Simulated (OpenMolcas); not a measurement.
## Computed transition rates of Mn3+

```
Program             : OpenMolcas 26.06
Method              : MS-CASPT2, IPEA 0.25 Eh, imaginary shift 0.1 Eh (closed shells correlated: 3s 3p)
Basis               : ANO-RCC-VQZP [7s6p4d3f2g1h]
Scalar Hamiltonian  : DKH2, point nucleus
Active space        : 4 electrons in 10 orbitals (3d 4d)
State averaging     : 2S+1 = 5 even, 5 roots; 2S+1 = 3 even, 45 roots; 2S+1 = 1 even, 44 roots
Spin-orbit coupling : state interaction with AMFI integrals over the reference wave functions, term energies averaged over their components
```

Rates come from the transition moments of the reference wave functions (E1 and E2 in the length form). At fixed line strength A goes as λ^-3 for E1 and M1 and as λ^-5 for E2, so a rate at the computed wavelength can be rescaled to the measured one. Measured vacuum wavelengths follow from level energies in Corliss and Sugar, J. Phys. Chem. Ref. Data 6, 1253 (1977). Branching counts decays inside the model space alone, at computed energies, and the table is only a selection of the E2 and M1 lines, drawn from those between levels with measured partners whose computed energy lies within a factor of 1.5 of the measured one.

```tsv
Upper	Lower	Type	λ computed (nm)	λ measured (nm)	A computed (s-1)	A rescaled (s-1)	Branching %
3d4 3F2(2)	3d4 3H4	E2	300.8	312.7	2.43e+00	2.00e+00	40.6
3d4 3F4(2)	3d4 3H6	E2	305.4	317.1	2.28e+00	1.89e+00	40.3
3d4 3F3(2)	3d4 3H5	E2	302.6	314.3	2.15e+00	1.78e+00	37.6
3d4 3P0(1)	3d4 5D1	M1	480.4	486.5	6.10e-01		100.0
3d4 3P1(1)	3d4 5D2	M1	471.1	476.4	4.73e-01		88.4
3d4 3F4(1)	3d4 5D4	M1	447.4	453	3.54e-01		82.2
3d4 3P2(1)	3d4 5D3	M1	454.4	459.3	3.23e-01		90.4
3d4 3F3(1)	3d4 5D3	M1	442.7	448.2	2.04e-01		65.5
3d4 3D3	3d4 5D4	M1	321.4	327.9	1.74e-01		58.4
3d4 3D1	3d4 5D0	M1	310.3	316.6	1.06e-01		34.8
3d4 3D1	3d4 5D1	M1	311.3	317.6	9.67e-02		31.7
3d4 3D2	3d4 5D1	M1	312.1	318.7	8.82e-02		36.3
3d4 3F2(1)	3d4 5D2	M1	438.7	444.4	8.58e-02		56.6
3d4 3D2	3d4 5D2	M1	314	320.6	7.41e-02		30.5
3d4 3G5	3d4 3H6	M1	2266	2382	2.09e-02		34.7
3d4 3G5	3d4 3H5	M1	2139	2271	2.08e-02		34.7
3d4 3G3	3d4 3H4	M1	2278	2404	1.98e-02		33.9
3d4 3G4	3d4 3H4	M1	2145	2278	1.86e-02		43.2
3d4 5D4	3d4 5D3	M1	27200	29980	1.35e-03	1.01e-03	100.0
3d4 5D3	3d4 5D2	M1	34710	37680	1.11e-03	8.68e-04	100.0
3d4 3H4	3d4 5D4	M1	488	490.3	7.35e-04		83.8
3d4 5D2	3d4 5D1	M1	50190	53250	4.50e-04	3.77e-04	100.0
3d4 3H6	3d4 3H5	M1	38380	48900	3.95e-04	1.91e-04	98.6
3d4 3H5	3d4 3H4	M1	43300	51520	3.25e-04	1.93e-04	99.2
3d4 5D1	3d4 5D0	M1	97880	101000	5.77e-05	5.25e-05	100.0
```

Spin-changing lines and M1 lines between different terms are not rescaled, since their strength hangs on the term gaps too.

The largest correction is for 3d4 3H6 → 3d4 3H5 (M1): 3.95e-04 × (38380 / 48900)^3 = 1.91e-04 s-1, a factor of 0.48.

The computed rate and branching of 3d4 5D1 → 3d4 5D0 give the upper level a radiative lifetime of 1.000 / 5.77e-05 s-1 = 1.73e+04 s, counting decays inside the model space alone. The rescaled rate gives about 1.9e+04 s.

The computed order of these levels differs from the measured one in 1 place, and where term gaps are wrong the rates of spin-changing lines can be off by large factors.

These are rates of the free ion; in crystals, glasses and complexes forced electric-dipole and non-radiative decay shorten such lifetimes by orders of magnitude. No measured rate stands beside these. Rescaling mends the energy factor alone: line strengths can still be far off where a level mixes with configurations outside the active space, and weak or spin-changing lines hang on small mixing coefficients that depend on the term gaps too, so rescaling need not improve them.

CASPT2 breaks the degeneracy within a term, and the mean is taken; among the terms shown or strongly mixed into the levels shown the widest spread is 280 cm-1 (3d4 3G). Active for correlation alone: 4d; no level in the range computed is led by a configuration that fills it, so any true level of that kind is missing. Measured partners are found by configuration, term and J. A level has none where our copy of the source lacks it or the pairing is in doubt (some pairs that miss far off the trend of their configuration count as doubtful). Levels of configurations outside the active space are missing.

A number in round brackets counts repeated terms of one configuration in the order of the reference energies.
